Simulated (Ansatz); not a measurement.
S₇⁻, relaxed as a doublet with UKS r2SCAN-D4/def2-SVPD in Ansatz, starting from the GFN1-xTB geometry. Force threshold 0.02 eV/Å.

The relaxation made no stability test and no search for a lower SCF solution. Another isomer (doublet) lies 0.39 eV lower at PBE0-D4/def2-TZVPD; other spin states weren't run for this one.

Start:

```
atom   x (Å)   y (Å)   z (Å)
  S1  -0.958  -0.213  -0.515
  S2   2.191  -0.549  -0.563
  S3   0.589   1.684   1.498
  S4   1.565  -0.141   1.371
  S5   0.679  -1.506  -1.538
  S6  -2.676  -0.662  -1.367
  S7  -1.390   1.388   1.114
```

Problem. Estimate the energy that the relaxation releases and the steps that it takes.

Solution. 7.8 kcal/mol, in 11 steps; 2 min on 4 threads of Arm Neoverse V1 on a shared host. No frequencies were taken in this run, so the end may be a saddle point.

Problem. Does the start keep its bonding and symmetry?

Solution. By distances, no bond broke or formed. The bond that changes most is S1–S5, from 2.32 to 2.57 Å (atoms count from 1). Point group Cs at the start, Cs at the end, both within 0.05 Å.

Problem. Predict the relaxed structure.

Solution. 
Cartesian coordinates in Å:
```
S -1.064 -0.061 -0.762
S 2.218 -0.537 -0.574
S 0.606 1.714 1.494
S 1.630 -0.150 1.434
S 0.803 -1.664 -1.510
S -2.794 -0.715 -1.399
S -1.400 1.413 1.317
```
Bond lengths: 5 × S–S 1.96 to 2.13 Å.
